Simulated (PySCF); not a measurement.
**From a raw peak list to a structure**

Formula C6H8N2. The spectrum was simulated from the full spin Hamiltonian at 500 MHz with 1.2 Hz Lorentzian lines, from shifts rounded to 0.01 ppm and J to 0.1 Hz, couplings under 1 Hz left out. Exchangeable protons (2H) are left uncoupled and out of the list.

Maxima in ppm (height), grouped by integral:
1H: 8.907 (14), 8.904 (15), 8.896 (15), 8.893 (15)
1H: 8.852 (27), 8.848 (27)
1H: 7.722 (7), 7.719 (11), 7.715 (8), 7.705 (8), 7.702 (12), 7.698 (8)
1H: 7.434 (14), 7.423 (14), 7.417 (13), 7.406 (12)
2H: 3.860 (100)

13C{1H} NMR (computed): δ 154.6, 154.1, 147.2, 140.2, 128.9, 51.5.

All values are calculated (PySCF): shieldings: GIAO PBE0/pcSseg-1, couplings computed with B3LYP/pcJ-1 (spin–dipole term only in couplings to heteroatoms), geometry: GFN2-xTB. One computed conformer, averaged over atoms made equivalent by symmetry, fast rotation or ring inversion, no solvent model, non-relativistic Hamiltonian.

Referencing at the same level of theory: 1H (σref 31.72) and 13C (σref 186.93) vs TMS.

Q: Analyse the multiplets.

A: 1H NMR (500 MHz, computed): δ 8.90 (dd, J = 5.5, 1.5 Hz, 1H), 8.85 (d, J = 2.1 Hz, 1H), 7.71 (dt, J = 8.5, 1.8 Hz, 1H), 7.42 (dd, J = 8.5, 5.5 Hz, 1H), 3.86 (s, 2H), 0.69 (br s, 2H). These are first-order names from the parameters used; overlap and second-order distortion can hide them in the list.

Q: What is the compound?

A: `C(N)c1cccnc1`.

Atom-mapped SMILES (the numbers label the heavy atoms): `[NH2:1][CH2:2][c:3]1[cH:4][cH:5][cH:6][n:7][cH:8]1`; H(Xn) means a hydrogen on atom n.

- δ 8.90: H(C6), hydrogen on an aromatic CH next to a ring nitrogen, coupled to H(C5) (5.5 Hz), H(C4) (1.5 Hz).
- δ 8.85: H(C8), hydrogen on an aromatic CH next to a ring nitrogen, coupled to H(C4) (2.1 Hz).
- δ 7.71: H(C4), hydrogen on an aromatic CH, coupled to H(C5) (8.5 Hz), H(C8) and H(C6) (1.8 Hz).
- δ 7.42: H(C5), hydrogen on an aromatic CH, coupled to H(C4) (8.5 Hz), H(C6) (5.5 Hz).
- δ 3.86: H(C2), hydrogen on an sp3 CH2 bonded to N, on an aromatic ring.
- δ 0.69: H(N1), hydrogen on an amine nitrogen.

This is the structure that produced the data.

OH/NH shifts are gas-phase values; hydrogen bonding in solution moves them, usually downfield. Splittings below 1 Hz are ignored in the labels, and close J values are merged. Unscaled 3J(H,H) at this level run about 10 % above measured values. Shifts are as computed. Against solution values, carbons near 30 ppm lie about +3 ppm off and those near 130 ppm about +5 ppm. Of 1211 compounds with measured shifts, 218 miss one by over three times the rms of a fit or turn the order of signals round; such compounds aren't used in these exercises. Couplings to exchangeable protons are dropped.
